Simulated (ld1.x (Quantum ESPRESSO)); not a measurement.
# Configuration tests for Pd (Z = 46) (TM)

```json
{"Element": "Pd", "Generator": "ld1.x (Quantum ESPRESSO) 7.5", "Type": "norm-conserving Troullier–Martins (Kleinman–Bylander form)", "Functional": "PBE", "Relativity": "scalar-relativistic", "Frozen core": "[Ar] 3d10", "Valence charge": "18", "Reference configuration": "4s2 4p6 4d10 5s0 5p0", "Partial waves": "4s (bound): rc 0.90 bohr; 4p (bound): rc 1.25 bohr; 4d (bound): rc 1.15 bohr", "Local potential": "the d channel", "Core correction": "none"}
```

Energies are relative to the spin-unpolarised reference configuration 4s2 4p6 4d10 5s0 5p0; without spin polarisation the order of configurations can differ from experiment.

(1) Give the all-electron excitation energy and the error of the potential for: 4s2 4p6 4d9 5s0 5p0; 4s2 4p6 4d8 5s0 5p0; 4s2 4p6 4d7 5s0 5p0; 4s2 4p6 4d8 5s1 5p0; 4s2 4p5 4d10 5s0 5p0; 4s1 4p6 4d10 5s0 5p0; 4s2 4p6 4d9.5 5s0 5p0.

Levels in the configuration 4s2 4p6 4d8 5s1 5p0:

| level | all-electron (eV) | pseudo (eV) |
| --- | --- | --- |
| 4s | -100.954 | -100.930 |
| 4p | -66.562 | -66.543 |
| 4d | -17.971 | -17.959 |
| 5s | -12.453 | -12.465 |

Answers

(1)

| valence configuration | charge | ΔE all-electron (eV) | error AE − PS (meV) |
| --- | --- | --- | --- |
| 4s2 4p6 4d9 5s0 5p0 | +1 | 9.115 | +0.8 |
| 4s2 4p6 4d8 5s0 5p0 | +2 | 29.934 | +2.1 |
| 4s2 4p6 4d7 5s0 5p0 | +3 | 64.293 | +5.8 |
| 4s2 4p6 4d8 5s1 5p0 | +1 | 13.640 | +22 |
| 4s2 4p5 4d10 5s0 5p0 | +1 | 57.165 | -35 |
| 4s1 4p6 4d10 5s0 5p0 | +1 | 91.568 | -36 |
| 4s2 4p6 4d9.5 5s0 5p0 | +0.5 | 3.234 | +0.5 |
